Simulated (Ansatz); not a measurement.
Relaxation of CH9NSSi2 (14 atoms, charge 0, multiplicity 1), to a largest force component of 0.02 eV/Å in at most 50 steps.

Level of theory: Ansatz, RKS PBE0/def2-SVP.

```xyz
14
Properties=species:S:1:pos:R:3
C -2.090 0.198 0.825
S -0.696 -0.239 1.782
Si 0.821 -0.506 0.316
N 0.364 -1.798 -0.617
Si 1.381 1.414 -0.858
H -2.404 -0.522 0.093
H -2.960 0.391 1.491
H -1.921 1.198 0.274
H 0.008 -0.547 2.928
H -0.065 -2.521 0.044
H 1.063 -2.241 -1.077
H 1.947 2.475 0.085
H 0.124 2.005 -1.530
H 2.377 1.144 -1.865
```

Task: Where does it end, and by what steps?

Result: It converged. After 26 steps the energy has fallen by 3.802 eV; H10 moved furthest, 1.47 Å. Parted: S2–Si3.

| step | energy less start (eV) | largest force component (eV/Å) | accepted |
| --- | --- | --- | --- |
| 0 | 0.0000 | 4.888 | yes |
| 1 | -1.2778 | 2.171 | yes |
| 2 | -1.8237 | 1.339 | yes |
| 3 | -2.1787 | 1.526 | yes |
| 4 | -2.4626 | 1.903 | yes |
| 5 | -2.7109 | 1.984 | yes |
| 6 | -2.9124 | 1.648 | yes |
| 7 | -3.0841 | 1.021 | yes |
| 8 | -3.2369 | 0.881 | yes |
| 9 | -3.3599 | 0.695 | yes |
| 10 | -3.4134 | 2.524 | yes |
| 11 | -3.5575 | 1.065 | yes |
| 12 | -3.6670 | 0.509 | yes |
| 13 | -3.7344 | 0.170 | yes |
| 14 | -3.7512 | 0.163 | yes |
| 15 | -3.7508 | 0.421 | no |
| 16 | -3.7670 | 0.183 | yes |
| 17 | -3.7765 | 0.158 | yes |
| 18 | -3.7880 | 0.117 | yes |
| 19 | -3.7942 | 0.186 | yes |
| 20 | -3.7833 | 0.420 | no |
| 21 | -3.7996 | 0.097 | yes |
| 22 | -3.7937 | 0.379 | no |
| 23 | -3.8018 | 0.046 | yes |
| 24 | -3.8022 | 0.050 | yes |
| 25 | -3.8023 | 0.024 | yes |
| 26 | -3.8025 | 0.013 | yes |

```xyz
14
Properties=species:S:1:pos:R:3
C -2.140 0.600 1.000
S -0.957 -0.557 1.747
Si 1.465 -0.988 0.550
N 1.044 -2.076 -0.733
Si 1.139 1.048 -0.685
H -2.607 0.063 0.164
H -2.918 0.873 1.726
H -1.639 1.497 0.615
H -0.432 0.278 2.668
H 1.132 -3.078 -0.601
H 0.628 -1.854 -1.631
H 0.802 2.208 0.212
H 0.044 0.991 -1.721
H 2.387 1.444 -1.420
```

Whether the end is a true minimum wasn't checked by a vibrational analysis.

Time of the run: 2 min on 2 threads of Arm Neoverse V1, on a shared host, peak memory 0.32 GiB.
